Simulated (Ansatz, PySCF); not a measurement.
1,2,4-triazole (C2H3N3), SMILES n1c[nH]nc1.

Geometry: TPSSh-D3(BJ)/def2-SVP.

Vertical ionisation energy (IE) and electron affinity (EA) in eV. Rows of orbital energies are one-electron estimates. Where ΔSCF, EOM or ADC give a negative EA the extra electron is unbound and the value depends on the basis.

```
level                                                                   IE     EA
-------------------------------------------------------------------  -----  -----
−ε(HOMO), −ε(LUMO), r2SCAN/def2-TZVP (PySCF)                          6.92   0.88
−ε(HOMO), −ε(LUMO), PBE/def2-TZVP (PySCF)                                …      …
ΔSCF, PBE0/def2-SVPD (Ansatz), final states of multiplicity 2 and 2  10.30  -1.79
ΔSCF, PBE/def2-SVPD (Ansatz), final states of multiplicity 2 and 2   10.20  -1.65
```

Task: What belongs in the gaps? (The exact figures need the calculation; the answer reports its results.)

Result: 
- −ε(HOMO), −ε(LUMO), PBE/def2-TZVP (PySCF), IE: 6.56
- −ε(HOMO), −ε(LUMO), PBE/def2-TZVP (PySCF), EA: 1.06

Task: What vertical singlet–triplet gap does ΔSCF give with PBE0/def2-SVPD (Ansatz, an electronic-structure program) and with PBE/def2-SVPD (Ansatz)? (Estimate from the structure and the level; the computed values follow.)

Result: 4.75 and 4.91 eV (triplet above singlet where positive).
